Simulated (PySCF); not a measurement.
Exact mass, isotope pattern and composition

Species: `C[SiH2]O[Si@@H](O)n1cccc1`.

Calculated for natural abundance.

Task: Molar mass and exact mass?

Result: For C5H11NO2Si2, with standard atomic weights, 5 × 12.011 + 2 × 28.085 + 2 × 15.999 + 1 × 14.007 + 11 × 1.008 = 173.318 g/mol. From the most abundant isotopes (12C, 28Si, 16O, 14N, 1H), 5 × 12.000000 + 2 × 27.976927 + 2 × 15.994915 + 1 × 14.003074 + 11 × 1.007825 = 173.0328 u.

Task: Work out the cluster of the molecular ion M+•, one line a nominal mass.

Result: 
```
nominal mass  m/z (centroid)  relative intensity
         173        173.0323               100.0
         174        174.0331                16.1
         175        175.0302                 8.1
         176        176.0313                 0.8
         177        177.0287                 0.2
```

Cut off at 0.1 %. One electron mass, 0.00055 u, is taken off.

Task: List the species in which a single atom is changed from its most abundant isotope.

Result: Intensity in % of the monoisotopic species:

```tsv
isotope	mass shift (u)	m/z	intensity (%)
15N	+0.99703	174.0293	0.37
29Si	+0.99957	174.0319	10.16
13C	+1.00335	174.0356	5.41
17O	+1.00422	174.0365	0.08
2H	+1.00628	174.0386	0.13
30Si	+1.99684	175.0291	6.69
18O	+2.00425	175.0365	0.41
```

Species under 0.02 % are left out.

Task: What share of all molecules is the monoisotopic species?

Result: 0.9893^5 × 0.922297^2 × 0.99757^2 × 0.99632 × 0.999885^11 = 79.82 %.

Task: Count the protons, neutrons and electrons of the monoisotopic species, and give its exact less its nominal mass.

Result: 92 protons, 81 neutrons and 92 electrons; 173.0328 − 173 = +0.0328 u.
